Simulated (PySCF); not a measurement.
2-fluorophenetole, C₈H₉FO.
Z-matrix (Å and degrees, PBE0-D3(BJ)/def2-SVP geometry), rows numbered from 1:
```
C 
C   1  1.5147
O   2  1.4112  1  112.65
C   3  1.3445  2  119.90  1   -79.01
C   4  1.3975  3  126.28  2    -4.65
C   5  1.3976  4  120.53  3  -178.77
C   6  1.3897  5  120.69  4    -0.13
C   7  1.3972  6  119.39  5     0.03
C   8  1.3828  7  119.76  6    -0.05
F   9  1.3299  4  118.18  3    -0.92
H   1  1.0998  2  110.18  3   -56.72
H   1  1.1005  2  110.21  3  -176.27
H   1  1.0999  2  111.92  3    63.41
H   2  1.1049  1  111.62  3  -124.78
H   2  1.0997  1  110.25  3   116.61
H   5  1.0903  4  120.11  3     1.27
H   6  1.0922  5  119.10  4  -179.96
H   7  1.0916  6  120.67  5  -179.89
H   8  1.0918  7  121.91  6   179.95
```

Definitions: NICS(0) = −σiso at the ring centroid; NICS(1) = −σiso and NICS(1)zz = −σzz at ±1 Å along the ring normal z. Level: GIAO PBE0/pcSseg-1 (PySCF, non-relativistic, gas phase) on the PBE0-D3(BJ)/def2-SVP geometry, one conformer.

Ring bond lengths (Å), with Mayer bond orders in brackets: C4–C5 1.398 (1.36), C5–C6 1.398 (1.43), C6–C7 1.390 (1.46), C7–C8 1.397 (1.38), C8–C9 1.383 (1.50), C9–C4 1.407 (1.31).

Give the NICS values of each ring in ppm.

| ring | type | NICS(0) | NICS(1), two faces | NICS(1)zz, two faces | rms pucker (Å) | centre to ring atoms, mean (Å) |
| --- | --- | --- | --- | --- | --- | --- |
| C4–C5–C6–C7–C8–C9 | 6-membered carbocycle; formal bonds all aromatic | -11.0 | -11.2 / -11.2 | -26.3 / -26.5 | 0.00 | 1.40 |

What do they say, and how far can they be read as aromaticity?

- C4–C5–C6–C7–C8–C9: mean NICS(1)zz -26.4 ppm, shielded. The ring is flat and has no four-coordinate atom; by the NICS criterion it is aromatic.

And the bond-length index? HOMA takes Krygowski's 1993 parameters.

- C4–C5–C6–C7–C8–C9: HOMA 0.97 = 1 − EN − GEO, with mean bond length 1.395 Å, EN = α(Ropt − mean)² = 0.014 and GEO = α × variance = 0.014. The geometric and the magnetic index point the same way.

How do the values depend on the level or the medium?

| level | NICS(0), C4–C5–C6–C7–C8–C9 | mean NICS(1)zz, C4–C5–C6–C7–C8–C9 |
| --- | --- | --- |
| PBE0/pcSseg-1, gas | -11.0 | -26.4 |
| mPW1PW91/pcSseg-1, gas | -11.0 | -26.4 |

The geometry is the same throughout.
